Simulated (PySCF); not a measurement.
## Sulfur: a sound run and one with changed settings

Sound run: S⁺ [Ne] 3s2 3p3, S²⁺ [Ne] 3s2 3p2. Calculation: PySCF 2.14, in cc-pV(T+d)Z (5s4p3d1f, 39 functions); no relativity, point nucleus. In the sound run the correlated levels freeze [Ne]. The sound run starts from symmetry-adapted Hartree-Fock orbitals and uses a fine grid where one is needed.

Changed run: all electrons correlated in a basis built for the valence shell.

```csv
species,method,sound run (hartree),changed run (hartree),converged
S⁺,MP2,-397.26014,-397.35862,yes
S⁺,CCSD(T),-397.28341,-397.38087,yes
S²⁺,MP2,-396.40257,-396.50080,yes
S²⁺,CCSD(T),-396.42693,-396.52461,yes
```

Ionisation energy of S⁺:

```json
{"method": "UHF", "sound run (eV)": "22.720", "changed run (eV)": "22.720"}
{"method": "MP2", "sound run (eV)": "23.336", "changed run (eV)": "23.343"}
{"method": "SCS-MP2", "sound run (eV)": "23.149", "changed run (eV)": "23.155"}
{"method": "CCSD", "sound run (eV)": "23.268", "changed run (eV)": "23.263"}
{"method": "CCSD(T)", "sound run (eV)": "23.306", "changed run (eV)": "23.300"}
```

A valence basis has no tight correlating functions, so it recovers only part of the core correlation, and not evenly between atom and ion.

For comparison, NIST gives 23.338 eV between the lowest levels.
